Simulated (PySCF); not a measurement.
PySCF input for C3H4O3, SMILES O=C1OCCO1, SMD-M06-2X/def2-SVP. Geometry optimised at B3LYP-D3(BJ)/def2-SVP. One conformer was computed; it need not be the lowest.

```python
import numpy as np
from pyscf import gto, scf, dft
from pyscf.solvent import smd

mol = gto.M(
    atom='''
    O    -0.00000000   -0.00000000    2.03979496
    C     0.00000000   -0.00000000    0.85206002
    O     0.10393180   -1.10635281    0.06988467
    C    -0.11390923   -0.75851080   -1.29448730
    C     0.11390923    0.75851081   -1.29448730
    O    -0.10393180    1.10635281    0.06988467
    H     0.59243658   -1.31131493   -1.92858490
    H    -1.14454463   -1.02953132   -1.57892858
    H    -0.59243657    1.31131493   -1.92858491
    H     1.14454462    1.02953131   -1.57892857
    ''',
    basis='def2-SVP',
    charge=0,
    spin=0,
    max_memory=1600,
    verbose=3,
)
mf = dft.RKS(mol, xc='m06-2x').density_fit(auxbasis='def2-universal-jkfit')
mf.grids.level = 4
mf.conv_tol = 1e-9
mf.max_cycle = 100
mf.kernel()
res = {}
for name in ['water', 'chlorobenzene', 'toluene']:
    s = mf.SMD()
    s.with_solvent.solvent, s.with_solvent.sasa_ng = name, 302
    s.kernel(mf.make_rdm1())
    res[name] = (s.e_tot, s.with_solvent.get_cds(), s.dip_moment(), s.mo_energy, s.converged)
    print(f'SMD {name}: dG(solv) = {(s.e_tot - mf.e_tot) * 627.509474:.3f} kcal/mol, of which CDS {res[name][1] * 627.509474:.3f}')
```

Log of the run:

```
converged SCF energy = -342.007068854063
converged SCF energy = -342.020415603985
Dipole moment(X, Y, Z, Debye):  0.00000,  0.00000, -7.03903
SMD water: dG(solv) = -8.375 kcal/mol, of which CDS 4.505
converged SCF energy = -342.018860862098
Dipole moment(X, Y, Z, Debye):  0.00000,  0.00000, -6.28499
SMD chlorobenzene: dG(solv) = -7.400 kcal/mol, of which CDS -1.114
converged SCF energy = -342.015649084798
Dipole moment(X, Y, Z, Debye):  0.00000,  0.00000, -5.94859
SMD toluene: dG(solv) = -5.384 kcal/mol, of which CDS -1.498
```

Self-consistency was reached.

Cost: roughly 90 core-seconds.
